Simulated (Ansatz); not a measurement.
Reactions of H4Sn, SMILES `[SnH4]`.

Calculated with Ansatz (gas phase, PBE0-D4/def2-TZVP geometries, no zero-point term in ΔE). CBS: MP2 limit from def2 TZ/QZ plus the TZ coupled-cluster correction, frozen cores. This one scheme is used for every species, atoms too. Open shells (•) are unrestricted, without spin–orbit coupling. Spin–orbit coupling would lower the free atoms: a little for Cl, F; strongly for Sn. Elements past krypton have def2 core potentials. For Sn outer-core shells are correlated without core-valence functions, so the limit isn't a true one: a few kJ/mol of doubt a bond, and 10 to 20 or more in all where bonds break to atoms.

| reaction | CCSD(T)/def2-SVP (kJ/mol) |
| --- | --- |
| `[SnH4]` + `[CH3]`• → `[SnH3]`• + CH₄ | -137 |
| `[SnH4]` → 4 H• + Sn• | 1026 |
| `[SnH4]` + Cl• → `[SnH3]`• + HCl | -93 |
| `[SnH4]` + F• → `[SnH3]`• + H–F | -220 |
| `[SnH4]` + `[OH]`• → `[SnH3]`• + H₂O | -167 |
| `[SnH4]` → H• + `[SnH3]`• | 319 |

Give the CCSD(T)/CBS values in the same order. (Best estimate.)

Ansatz gave: -130, 1105, -109, -254, -188, 342 kJ/mol.

Largest T1 diagnostic: 0.015, for `[SnH3]`•.
